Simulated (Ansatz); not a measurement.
Ansatz results at the PBE0-D4/def2-TZVP geometry: HOMO–LUMO gap (ωB97M-V/def2-TZVPP) 11.70 eV; size of the dipole moment (B3LYP/def2-TZVPP) 1.00 D; HOMO–LUMO gap (B3LYP/def2-TZVPP) 7.01 eV.

Each molecule was computed in one conformer, which needn't be the lowest.

Question: Which molecule gave them?
A. `O[SiH2]B(F)F`
B. `FB(F)O[SiH3]`
C. `C[N]1[AlH][CH]1[SiH3]`
D. `B[Si](O)(F)F`

Answer: A. The others give `FB(F)O[SiH3]`: 13.31, 1.76, 8.98; `C[N]1[AlH][CH]1[SiH3]`: 8.84, 2.03, 4.66; `B[Si](O)(F)F`: 10.56, 1.14, 5.90.

B3LYP here is the variant with VWN-RPA as its local correlation; programs differ in this.
